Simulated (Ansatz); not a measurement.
A short molecular-dynamics run on CH$_{3}$AlBNO, SMILES `N=[C]1B[O][AlH]1`.

```yaml
crystal:
  periodic: [false, false, false]
  atoms:
    - {symbol: N, position_ang: [-0.511075, 1.884679, -0.129020]}
    - {symbol: C, position_ang: [-0.193665, 0.663953, -0.041669]}
    - {symbol: B, position_ang: [1.162558, -0.070249, -0.498647]}
    - {symbol: O, position_ang: [1.012031, -1.386221, -0.189076]}
    - {symbol: Al, position_ang: [-0.607927, -1.210382, 0.486787]}
    - {symbol: H, position_ang: [-1.444217, 2.075607, 0.243603]}
    - {symbol: H, position_ang: [2.143399, 0.384643, -1.011729]}
    - {symbol: H, position_ang: [-1.468904, -2.399129, 1.083852]}
basis:
  gaussian: {orbitals: def2-SVP}
hamiltonian: {xc: {name: revPBE}, dispersion: d4}
md: {timestep: 0.5 fs, n_steps: 50, ensemble: nvt_nose_hoover, temperature: 1000, initial_velocities: maxwell_boltzmann, seed: 592}
```

```sh
$ ansatz run in.yaml --threads 2 --pin off --events-out ev --progress --plain --max-ram 4352MiB
```

| step | time (fs) | potential energy (eV) | kinetic (eV) | T (K) | conserved (eV) |
| --- | --- | --- | --- | --- | --- |
| 0 | 0.0 | -11887.9873 | 0.7756 | 1000 | -11887.2117 |
| 1 | 0.5 | -11887.9337 | 0.7229 | 932 | -11887.2109 |
| 2 | 1.0 | -11887.8433 | 0.6347 | 818 | -11887.2086 |
| 3 | 1.5 | -11887.7517 | 0.5456 | 704 | -11887.2061 |
| 4 | 2.0 | -11887.6971 | 0.4920 | 634 | -11887.2051 |
| 5 | 2.5 | -11887.6938 | 0.4875 | 629 | -11887.2064 |
| 6 | 3.0 | -11887.7244 | 0.5162 | 666 | -11887.2083 |
| 7 | 3.5 | -11887.7585 | 0.5490 | 708 | -11887.2096 |
| 8 | 4.0 | -11887.7750 | 0.5655 | 729 | -11887.2097 |
| 9 | 4.5 | -11887.7691 | 0.5601 | 722 | -11887.2092 |
| 10 | 5.0 | -11887.7463 | 0.5380 | 694 | -11887.2086 |
| 11 | 5.5 | -11887.7152 | 0.5075 | 654 | -11887.2081 |
| 12 | 6.0 | -11887.6834 | 0.4762 | 614 | -11887.2077 |
| 13 | 6.5 | -11887.6568 | 0.4499 | 580 | -11887.2074 |
| 14 | 7.0 | -11887.6392 | 0.4326 | 558 | -11887.2072 |
| 15 | 7.5 | -11887.6333 | 0.4269 | 550 | -11887.2072 |
| 16 | 8.0 | -11887.6398 | 0.4334 | 559 | -11887.2073 |
| 17 | 8.5 | -11887.6567 | 0.4500 | 580 | -11887.2076 |
| 18 | 9.0 | -11887.6781 | 0.4709 | 607 | -11887.2083 |
| 19 | 9.5 | -11887.6938 | 0.4858 | 626 | -11887.2092 |
| 20 | 10.0 | -11887.6901 | 0.4813 | 621 | -11887.2102 |
| 21 | 10.5 | -11887.6549 | 0.4460 | 575 | -11887.2105 |
| 22 | 11.0 | -11887.5865 | 0.3786 | 488 | -11887.2095 |
| 23 | 11.5 | -11887.5029 | 0.2975 | 384 | -11887.2072 |
| 24 | 12.0 | -11887.4409 | 0.2378 | 307 | -11887.2050 |
| 25 | 12.5 | -11887.4341 | 0.2313 | 298 | -11887.2048 |
| 26 | 13.0 | -11887.4859 | 0.2813 | 363 | -11887.2068 |
| 27 | 13.5 | -11887.5662 | 0.3593 | 463 | -11887.2092 |
| 28 | 14.0 | -11887.6367 | 0.4288 | 553 | -11887.2105 |
| 29 | 14.5 | -11887.6751 | 0.4676 | 603 | -11887.2103 |
| 30 | 15.0 | -11887.6805 | 0.4742 | 611 | -11887.2094 |
| 31 | 15.5 | -11887.6645 | 0.4595 | 592 | -11887.2084 |
| 32 | 16.0 | -11887.6417 | 0.4378 | 564 | -11887.2076 |
| 33 | 16.5 | -11887.6236 | 0.4203 | 542 | -11887.2072 |
| 34 | 17.0 | -11887.6169 | 0.4140 | 534 | -11887.2070 |
| 35 | 17.5 | -11887.6242 | 0.4216 | 544 | -11887.2071 |
| 36 | 18.0 | -11887.6449 | 0.4423 | 570 | -11887.2073 |
| 37 | 18.5 | -11887.6753 | 0.4727 | 610 | -11887.2077 |
| 38 | 19.0 | -11887.7096 | 0.5069 | 654 | -11887.2083 |
| 39 | 19.5 | -11887.7395 | 0.5365 | 692 | -11887.2090 |
| 40 | 20.0 | -11887.7543 | 0.5508 | 710 | -11887.2099 |
| 41 | 20.5 | -11887.7421 | 0.5384 | 694 | -11887.2105 |
| 42 | 21.0 | -11887.6947 | 0.4914 | 634 | -11887.2106 |
| 43 | 21.5 | -11887.6150 | 0.4134 | 533 | -11887.2093 |
| 44 | 22.0 | -11887.5256 | 0.3268 | 421 | -11887.2068 |
| 45 | 22.5 | -11887.4656 | 0.2693 | 347 | -11887.2045 |
| 46 | 23.0 | -11887.4686 | 0.2727 | 352 | -11887.2044 |
| 47 | 23.5 | -11887.5357 | 0.3378 | 436 | -11887.2067 |
| 48 | 24.0 | -11887.6328 | 0.4324 | 558 | -11887.2095 |
| 49 | 24.5 | -11887.7158 | 0.5143 | 663 | -11887.2111 |
| 50 | 25.0 | -11887.7572 | 0.5562 | 717 | -11887.2112 |

Velocities are drawn at the set temperature; a run this short doesn't reach equilibrium.

Frames (Å, forces in eV/Å):

```xyz
8
time=0.0 fs
N    -0.511    1.885   -0.129    0.285    1.208   -0.348
C    -0.194    0.664   -0.042    0.159   -0.645    0.050
B     1.163   -0.070   -0.499   -0.104    0.312   -0.012
O     1.012   -1.386   -0.189    0.893   -0.854   -0.232
Al   -0.608   -1.210    0.487   -0.926   -0.044    0.413
H    -1.444    2.076    0.244   -0.616    0.118    0.248
H     2.143    0.385   -1.012    0.408    0.179   -0.212
H    -1.469   -2.399    1.084   -0.098   -0.273    0.094
8
time=1.0 fs
N    -0.516    1.889   -0.128    2.755    0.469   -1.294
C    -0.196    0.667   -0.036    0.300   -0.537   -0.015
B     1.172   -0.072   -0.501   -0.621    0.251    0.368
O     1.009   -1.388   -0.194    0.915   -0.786   -0.264
Al   -0.608   -1.213    0.492   -0.468    0.624    0.007
H    -1.418    2.081    0.172   -3.021    0.604    1.167
H     2.144    0.386   -0.997    0.684    0.279   -0.379
H    -1.434   -2.380    1.033   -0.545   -0.903    0.410
8
time=2.0 fs
N    -0.519    1.894   -0.128    3.864    0.002   -1.565
C    -0.198    0.670   -0.031    0.370   -0.396   -0.054
B     1.181   -0.074   -0.503   -0.937    0.219    0.653
O     1.006   -1.391   -0.199    0.927   -0.681   -0.297
Al   -0.609   -1.215    0.496   -0.011    1.269   -0.362
H    -1.420    2.093    0.110   -4.030    0.803    1.401
H     2.150    0.390   -0.985    0.788    0.306   -0.455
H    -1.404   -2.369    0.987   -0.972   -1.523    0.679
8
time=3.0 fs
N    -0.519    1.898   -0.129    2.380    0.183   -1.174
C    -0.200    0.672   -0.026    0.381   -0.281   -0.069
B     1.188   -0.075   -0.504   -1.005    0.246    0.807
O     1.004   -1.394   -0.204    0.932   -0.544   -0.327
Al   -0.610   -1.217    0.501    0.301    1.686   -0.602
H    -1.458    2.112    0.062   -2.425    0.401    0.968
H     2.164    0.397   -0.978    0.675    0.235   -0.421
H    -1.384   -2.372    0.947   -1.239   -1.926    0.818
8
time=4.0 fs
N    -0.518    1.903   -0.131    0.037    0.587   -0.797
C    -0.202    0.674   -0.020    0.354   -0.159   -0.075
B     1.195   -0.077   -0.504   -0.868    0.322    0.841
O     1.002   -1.398   -0.209    0.929   -0.383   -0.351
Al   -0.610   -1.218    0.506    0.355    1.696   -0.664
H    -1.519    2.134    0.023    0.047   -0.217    0.556
H     2.184    0.406   -0.974    0.381    0.083   -0.297
H    -1.375   -2.394    0.914   -1.235   -1.930    0.786
8
time=5.0 fs
N    -0.517    1.908   -0.133   -1.560    0.755   -0.661
C    -0.203    0.676   -0.015    0.314    0.027   -0.090
B     1.202   -0.078   -0.504   -0.628    0.405    0.803
O     1.001   -1.401   -0.215    0.915   -0.205   -0.365
Al   -0.611   -1.219    0.510    0.158    1.289   -0.586
H    -1.581    2.155   -0.010    1.771   -0.651    0.410
H     2.208    0.416   -0.974    0.002   -0.102   -0.133
H    -1.377   -2.434    0.889   -0.972   -1.518    0.623
8
time=6.0 fs
N    -0.517    1.914   -0.136   -2.293    0.631   -0.655
C    -0.204    0.678   -0.010    0.285    0.287   -0.124
B     1.207   -0.078   -0.503   -0.392    0.457    0.743
O     1.001   -1.405   -0.221    0.888   -0.019   -0.367
Al   -0.611   -1.219    0.514   -0.174    0.630   -0.454
H    -1.626    2.169   -0.039    2.616   -0.856    0.419
H     2.232    0.425   -0.975   -0.360   -0.272    0.025
H    -1.389   -2.488    0.870   -0.570   -0.858    0.414
8
time=7.0 fs
N    -0.518    1.920   -0.139   -2.471    0.318   -0.681
C    -0.205    0.680   -0.005    0.286    0.587   -0.178
B     1.213   -0.079   -0.502   -0.234    0.454    0.695
O     1.001   -1.409   -0.227    0.845    0.169   -0.356
Al   -0.612   -1.219    0.518   -0.507   -0.068   -0.337
H    -1.646    2.176   -0.065    2.879   -0.902    0.481
H     2.253    0.431   -0.975   -0.635   -0.395    0.146
H    -1.407   -2.550    0.855   -0.163   -0.163    0.229
8
time=8.0 fs
N    -0.521    1.927   -0.143   -2.236   -0.110   -0.703
C    -0.205    0.683    0.000    0.324    0.886   -0.248
B     1.218   -0.079   -0.499   -0.186    0.391    0.677
O     1.001   -1.413   -0.233    0.783    0.352   -0.331
Al   -0.612   -1.219    0.522   -0.761   -0.662   -0.267
H    -1.639    2.173   -0.086    2.697   -0.828    0.557
H     2.268    0.434   -0.974   -0.790   -0.454    0.216
H    -1.426   -2.614    0.842    0.168    0.425    0.098
8
time=9.0 fs
N    -0.526    1.933   -0.147   -1.461   -0.654   -0.718
C    -0.205    0.686    0.005    0.400    1.151   -0.326
B     1.223   -0.078   -0.497   -0.258    0.271    0.690
O     1.002   -1.416   -0.240    0.702    0.525   -0.288
Al   -0.613   -1.219    0.525   -0.913   -1.099   -0.245
H    -1.606    2.163   -0.101    1.942   -0.610    0.638
H     2.275    0.432   -0.971   -0.813   -0.445    0.231
H    -1.444   -2.675    0.830    0.402    0.860    0.019
8
time=10.0 fs
N    -0.531    1.939   -0.151    0.186   -1.350   -0.739
C    -0.205    0.690    0.009    0.506    1.354   -0.403
B     1.227   -0.077   -0.493   -0.445    0.102    0.733
O     1.003   -1.420   -0.246    0.600    0.684   -0.228
Al   -0.614   -1.220    0.529   -0.971   -1.384   -0.264
H    -1.556    2.148   -0.110    0.280   -0.192    0.731
H     2.274    0.426   -0.966   -0.705   -0.369    0.191
H    -1.457   -2.727    0.818    0.550    1.154   -0.021
8
time=11.0 fs
N    -0.536    1.944   -0.157    2.758   -2.131   -0.792
C    -0.205    0.696    0.013    0.631    1.443   -0.465
B     1.232   -0.076   -0.489   -0.732   -0.103    0.797
O     1.005   -1.422   -0.253    0.478    0.826   -0.150
Al   -0.616   -1.221    0.532   -0.953   -1.539   -0.311
H    -1.503    2.130   -0.113   -2.338    0.401    0.855
H     2.267    0.417   -0.959   -0.474   -0.232    0.100
H    -1.466   -2.768    0.806    0.630    1.333   -0.034
8
time=12.0 fs
N    -0.540    1.947   -0.162    4.801   -2.599   -0.868
C    -0.204    0.702    0.017    0.760    1.345   -0.493
B     1.235   -0.076   -0.484   -1.086   -0.321    0.868
O     1.007   -1.425   -0.260    0.341    0.946   -0.055
Al   -0.618   -1.222    0.536   -0.876   -1.593   -0.375
H    -1.473    2.116   -0.107   -4.453    0.846    0.984
H     2.255    0.405   -0.952   -0.147   -0.050   -0.032
H    -1.468   -2.796    0.794    0.661    1.426   -0.030
8
time=13.0 fs
N    -0.540    1.949   -0.169    4.061   -2.306   -0.816
C    -0.202    0.710    0.020    0.881    1.014   -0.471
B     1.238   -0.075   -0.479   -1.442   -0.518    0.920
O     1.010   -1.426   -0.267    0.191    1.037    0.055
Al   -0.620   -1.224    0.539   -0.757   -1.572   -0.445
H    -1.483    2.110   -0.092   -3.804    0.746    0.952
H     2.242    0.393   -0.944    0.215    0.148   -0.178
H    -1.465   -2.811    0.781    0.654    1.451   -0.017
8
time=14.0 fs
N    -0.538    1.949   -0.176    1.301   -1.486   -0.543
C    -0.200    0.718    0.023    0.982    0.493   -0.398
B     1.239   -0.075   -0.472   -1.702   -0.642    0.913
O     1.012   -1.427   -0.274    0.034    1.093    0.176
Al   -0.622   -1.227    0.542   -0.606   -1.485   -0.517
H    -1.528    2.111   -0.067   -1.142    0.299    0.662
H     2.231    0.382   -0.938    0.519    0.314   -0.297
H    -1.455   -2.812    0.769    0.615    1.414    0.004
8
time=15.0 fs
N    -0.534    1.948   -0.183   -1.122   -0.659   -0.194
C    -0.197    0.727    0.026    1.056   -0.115   -0.289
B     1.239   -0.076   -0.465   -1.765   -0.643    0.805
O     1.014   -1.428   -0.280   -0.130    1.107    0.304
Al   -0.625   -1.231    0.545   -0.424   -1.326   -0.589
H    -1.585    2.115   -0.037    1.182   -0.073    0.271
H     2.225    0.374   -0.935    0.665    0.404   -0.341
H    -1.439   -2.799    0.756    0.539    1.306    0.033
8
time=16.0 fs
N    -0.532    1.947   -0.190   -2.488   -0.025    0.097
C    -0.193    0.736    0.028    1.109   -0.712   -0.167
B     1.238   -0.077   -0.457   -1.586   -0.501    0.581
O     1.017   -1.428   -0.287   -0.295    1.072    0.434
Al   -0.628   -1.234    0.548   -0.207   -1.074   -0.663
H    -1.631    2.119   -0.004    2.452   -0.261   -0.070
H     2.225    0.370   -0.936    0.600    0.396   -0.283
H    -1.418   -2.774    0.744    0.416    1.105    0.071
8
time=17.0 fs
N    -0.531    1.945   -0.198   -3.076    0.418    0.313
C    -0.188    0.744    0.030    1.145   -1.231   -0.053
B     1.235   -0.079   -0.448   -1.207   -0.236    0.261
O     1.019   -1.427   -0.293   -0.457    0.989    0.560
Al   -0.631   -1.238    0.550    0.053   -0.701   -0.738
H    -1.654    2.119    0.029    2.949   -0.322   -0.326
H     2.230    0.370   -0.938    0.360    0.304   -0.138
H    -1.393   -2.739    0.732    0.233    0.778    0.122
8
time=18.0 fs
N    -0.532    1.944   -0.205   -3.153    0.678    0.465
C    -0.183    0.751    0.033    1.161   -1.622    0.036
B     1.230   -0.080   -0.440   -0.730    0.103   -0.103
O     1.021   -1.425   -0.299   -0.609    0.860    0.678
Al   -0.634   -1.243    0.553    0.368   -0.181   -0.813
H    -1.649    2.117    0.058    2.950   -0.306   -0.500
H     2.239    0.373   -0.943    0.036    0.170    0.051
H    -1.365   -2.696    0.722   -0.023    0.298    0.186
8
time=19.0 fs
N    -0.535    1.943   -0.212   -2.731    0.719    0.535
C    -0.176    0.757    0.035    1.145   -1.839    0.085
B     1.226   -0.082   -0.431   -0.261    0.455   -0.455
O     1.022   -1.423   -0.305   -0.747    0.697    0.782
Al   -0.637   -1.247    0.555    0.739    0.490   -0.888
H    -1.617    2.112    0.083    2.480   -0.218   -0.557
H     2.249    0.377   -0.946   -0.274    0.037    0.235
H    -1.338   -2.650    0.713   -0.351   -0.341    0.263
8
time=20.0 fs
N    -0.541    1.943   -0.218   -1.571    0.471    0.421
C    -0.168    0.762    0.037    1.082   -1.851    0.084
B     1.220   -0.083   -0.423    0.131    0.770   -0.757
O     1.023   -1.421   -0.310   -0.868    0.511    0.869
Al   -0.639   -1.252    0.556    1.141    1.254   -0.957
H    -1.560    2.105    0.103    1.312   -0.018   -0.384
H     2.256    0.382   -0.948   -0.505   -0.064    0.379
H    -1.315   -2.608    0.707   -0.721   -1.074    0.346
8
time=21.0 fs
N    -0.547    1.943   -0.224    0.595   -0.109   -0.065
C    -0.160    0.764    0.040    0.955   -1.666    0.036
B     1.216   -0.084   -0.415    0.412    1.012   -0.993
O     1.024   -1.418   -0.314   -0.969    0.320    0.937
Al   -0.641   -1.255    0.557    1.504    1.954   -1.006
H    -1.492    2.098    0.119   -0.816    0.348    0.207
H     2.258    0.386   -0.946   -0.626   -0.119    0.466
H    -1.298   -2.575    0.704   -1.056   -1.740    0.418
8
time=22.0 fs
N    -0.553    1.944   -0.231    3.199   -0.862   -0.888
C    -0.151    0.766    0.042    0.750   -1.356   -0.033
B     1.211   -0.084   -0.409    0.575    1.159   -1.155
O     1.024   -1.415   -0.319   -1.048    0.140    0.985
Al   -0.643   -1.259    0.558    1.726    2.361   -1.015
H    -1.432    2.094    0.137   -3.329    0.794    1.159
H     2.254    0.389   -0.939   -0.628   -0.123    0.490
H    -1.292   -2.560    0.705   -1.245   -2.113    0.457
8
time=23.0 fs
N    -0.556    1.943   -0.237    4.157   -1.313   -1.224
C    -0.141    0.767    0.045    0.468   -1.017   -0.082
B     1.207   -0.082   -0.403    0.618    1.196   -1.239
O     1.023   -1.412   -0.322   -1.101   -0.016    1.010
Al   -0.644   -1.261    0.559    1.728    2.312   -0.965
H    -1.403    2.098    0.166   -4.153    0.949    1.609
H     2.244    0.391   -0.928   -0.509   -0.076    0.449
H    -1.297   -2.564    0.710   -1.208   -2.034    0.443
8
time=24.0 fs
N    -0.557    1.942   -0.245    2.589   -1.185   -0.370
C    -0.131    0.766    0.047    0.127   -0.701   -0.089
B     1.203   -0.080   -0.398    0.550    1.117   -1.242
O     1.022   -1.409   -0.325   -1.126   -0.135    1.011
Al   -0.644   -1.262    0.559    1.520    1.840   -0.860
H    -1.411    2.110    0.210   -2.423    0.588    0.827
H     2.230    0.392   -0.912   -0.277    0.019    0.346
H    -1.313   -2.587    0.720   -0.960   -1.542    0.376
8
time=25.0 fs
N    -0.556    1.939   -0.253    0.442   -0.833    0.943
C    -0.120    0.766    0.049   -0.251   -0.395   -0.064
B     1.200   -0.077   -0.395    0.390    0.933   -1.169
O     1.020   -1.406   -0.327   -1.124   -0.211    0.990
Al   -0.644   -1.263    0.559    1.196    1.148   -0.725
H    -1.443    2.128    0.262   -0.104    0.041   -0.443
H     2.212    0.393   -0.894    0.048    0.151    0.193
H    -1.339   -2.625    0.733   -0.596   -0.834    0.277
```

Hardware: 2 threads of an Arm Neoverse V1 on a shared host. Wall time 70 s, peak host memory 0.4 GiB.
